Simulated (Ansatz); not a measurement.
Born–Oppenheimer molecular dynamics of Cl₂FH₃HfOS (9 atoms, charge 0, multiplicity 1). It starts at the highest image of a converged band, a first-order saddle point between two minima.

All numbers below come from Ansatz 0.2.0, RKS B3LYP-D4/def2-SVP.

```json
{"ensemble": "NVE (velocity Verlet)", "time step": "0.5 fs", "steps asked": "200", "starting velocities drawn for": "300 K", "seed": "5843"}
```

First frame:

```xyz
9
Properties=species:S:1:pos:R:3
Hf 0.247 -0.510 -0.309
Cl 1.097 0.196 2.271
F 1.806 0.459 -0.845
O -1.354 0.477 -0.020
H -2.033 1.154 0.014
Cl -0.214 -1.626 -2.343
S 0.333 -2.671 1.164
H -1.004 -2.649 1.389
H 0.763 -1.217 2.167
```

(1) How far do the bonds stretch over the last three quarters of this one trajectory? (Pairs bonded in most of those frames.)

Results:

(1) 
```csv
bond,mean (Å),spread (Å),shortest,longest
Hf1–Cl2,2.849,0.042,2.81,2.94
Hf1–F3,1.929,0.026,1.88,1.96
Hf1–O4,1.904,0.022,1.87,1.94
Hf1–Cl6,2.377,0.040,2.31,2.43
Hf1–S7,2.572,0.005,2.57,2.59
Cl2–H9,1.388,0.045,1.30,1.47
O4–H5,0.963,0.028,0.92,1.00
S7–H8,1.357,0.019,1.33,1.38
```

Mean temperature of the second half: 165 K. The conserved energy stayed within 0.2 meV per atom of its start (net change 0.12 meV per atom), so the integration is sound. A run of 0.1 ps of so small a system gives no equilibrium averages. The orbitals stay closed-shell, which can raise the energy where a bond breaks towards radicals; this wasn't checked here.

Time of the run: 17 min on 4 threads of Arm Neoverse N1, with other jobs on the host, peak memory 0.36 GiB.
